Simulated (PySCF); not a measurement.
Stationary points of SeF₄

Level of theory: PySCF, PBE, basis Se def2-SVP, F def2-SVP (no relativity, density fitting).

Relaxations began from a few typed shapes. The search is not exhaustive: other isomers or separated fragments can lie lower, and high-lying points may rest on an excited occupation.

**Question.** Which is the lowest minimum found?
A. singlet D4h: Se–F 1.839 Å (×4); F–Se–F 90.0° (×4), F–Se–F 180.0° (×2)
B. singlet Td: Se–F 1.854 Å (×4); F–Se–F 109.5° (×6)
C. singlet C4v: Se–F 1.784 Å (×4); F–Se–F 82.9° (×4), F–Se–F 138.8° (×2)
D. singlet C2v: Se–F 1.745 Å (×2), Se–F 1.808 Å (×2); F–Se–F 87.3° (×4), F–Se–F 99.7°, F–Se–F 171.6°

**Answer.** D. The others lie at 24.0 (singlet C4v, a saddle point), 133.1 (singlet Td, a saddle point), 172.5 (singlet D4h, a saddle point) kJ/mol above it.

Counting electrons, selenium keeps 2 of its valence electrons outside its bonds, so the VSEPR class is AX4E1 and the expected shape is see-saw (C2v), as computed.
